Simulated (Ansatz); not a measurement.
Input for Ansatz (a quantum-chemistry and plane-wave program):
Ansatz 0.2 input:
```yaml
crystal:
  periodic: [false, false, false]
  atoms:
    - {symbol: Cl, position_ang: [-0.00000000, -0.00000000, -0.07094563]}
    - {symbol: H, position_ang: [0.00000000, 0.00000000, 1.20607566]}
basis:
  gaussian:
    orbitals: cc-pVDZ
hamiltonian:
  xc: hf
```

**Question.** Estimate the total energy that Ansatz with HF/cc-pVDZ returns for this input.

**Answer.** -460.0894 Eh

**Question.** What number of basis functions does HF/cc-pVDZ give?

**Answer.** 23
